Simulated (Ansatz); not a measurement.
Breaking the Ga1–H2 bond in CH5GaO (SMILES [CH3][GaH][OH]) (multiplicity 1 held, fragments rigid). Energies count from the point at 1.570 Å.
Geometry at that point (charge 0, multiplicity 1):
```json
[
 {"atom": "Ga", "x (Å)": "-0.2039", "y (Å)": "-0.2009", "z (Å)": "-0.1879"},
 {"atom": "H", "x (Å)": "-1.1241", "y (Å)": "-1.1816", "z (Å)": "-0.9986"},
 {"atom": "C", "x (Å)": "0.2337", "y (Å)": "1.6848", "z (Å)": "-0.5235"},
 {"atom": "H", "x (Å)": "0.7101", "y (Å)": "1.7996", "z (Å)": "-1.4987"},
 {"atom": "H", "x (Å)": "0.9079", "y (Å)": "2.0550", "z (Å)": "0.2475"},
 {"atom": "H", "x (Å)": "-0.6724", "y (Å)": "2.2933", "z (Å)": "-0.5268"},
 {"atom": "O", "x (Å)": "0.5892", "y (Å)": "-0.8806", "z (Å)": "1.2853"},
 {"atom": "H", "x (Å)": "0.3833", "y (Å)": "-1.8034", "z (Å)": "1.4613"}
]
```

Signs of static correlation in cc-pVTZ, with CASSCF(2,2), from Ansatz (a quantum-chemistry and plane-wave program) runs.

```tsv
R (Å)	T1 of restricted CCSD	⟨S²⟩ of UHF	largest double amplitude of restricted CCSD	weight of the CASSCF reference in MRCISD	CASSCF natural occupations
1.256	0.013	0.000	0.032	0.888	1.99 0.01
1.413	0.013	0.000	0.032	0.888	1.98 0.02
1.570	0.013	0.000	0.032	0.887	1.98 0.02
1.727	0.013	0.000	0.032	0.887	1.97 0.03
1.884	0.013	0.000	…	0.887	1.96 0.04
2.120	0.014	0.000	0.081	0.887	1.93 0.07
2.355	0.016	0.211	0.136	0.887	1.89 0.11
2.748	0.023	0.698	…	0.888	1.78 0.22
3.141	0.035	0.888	0.356	0.888	1.62 0.38
3.612	0.054	0.970	0.522	0.889	1.41 0.59
4.240	0.076	1.000	0.735	0.889	1.20 0.80
5.025	0.090	1.008	0.904	0.889	1.08 0.92
```

Problem. Fill in the missing entries.

Solution. 
- 1.884, largest double amplitude of restricted CCSD: 0.040
- 2.748, largest double amplitude of restricted CCSD: 0.237

Doubts at one or more of the structures used: a restricted determinant that unrestricted orbitals would lower (R-CCSD(T)/cc-pVTZ); other coupled-cluster roots lie near (R-CCSD(T)/cc-pVTZ); T1 above 0.05 (R-CCSD(T)/cc-pVTZ, U-CCSD(T)/cc-pVTZ); a spin-contaminated determinant (U-CCSD(T)/cc-pVTZ).
